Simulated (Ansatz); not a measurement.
`[BH2][Al]([CH3])[SiH2]F` → `CB(F)[SiH2][AlH2]`  (isomerisation)

Isolated molecules relaxed with PBE0-D4/def2-TZVP in Ansatz; ΔE leaves out vibrations. CBS: MP2 limit from def2 TZ/QZ plus the TZ coupled-cluster correction, frozen cores. DFT in def2-TZVPP. B3LYP here is the variant with VWN-RPA as its local correlation; programs differ in this. One conformer a species, not always the lowest.

```
             level  ΔE (kJ/mol)
          B3LYP-D4        -57.2
           ωB97X-V        -57.6
             B3LYP        -54.1
   CCSD/def2-TZVPP        -52.3
     HF/def2-QZVPP        -40.3
SCS-MP2/def2-QZVPP        -44.9
      HF/CBS(def2)        -40.0
    CCSD/CBS(def2)        -46.8
```

(1) What does CCSD(T)/CBS give? (Estimate.)

Largest T1 diagnostic among the species: 0.014.

## Answers

(1) Ansatz gave: -50.4 kJ/mol. The listed levels differ from it by -6.8, -7.2, -3.7, -1.9, 10.1, 5.5, 10.4, 3.6 kJ/mol.

From PBE to PBE0 (25 % exact exchange), in def2-TZVPP and without D4, ΔE moves by +3.6 kJ/mol. The D4 term adds −3.1 kJ/mol with B3LYP and −1.5 kJ/mol with PBE0; it sums over pairs of atoms, weighted by their polarisabilities, and B3LYP, whose exchange is more repulsive, gets the larger term. In def2-TZVPP, CCSD(T) changes the Hartree–Fock value by −13.0 kJ/mol (the triples alone add −3.6 kJ/mol) and MP2 by −10.7 kJ/mol.

CCSD(T)/CBS has its own doubt, a few kJ/mol and more with outer-core shells, so smaller differences from it don't rank the levels.
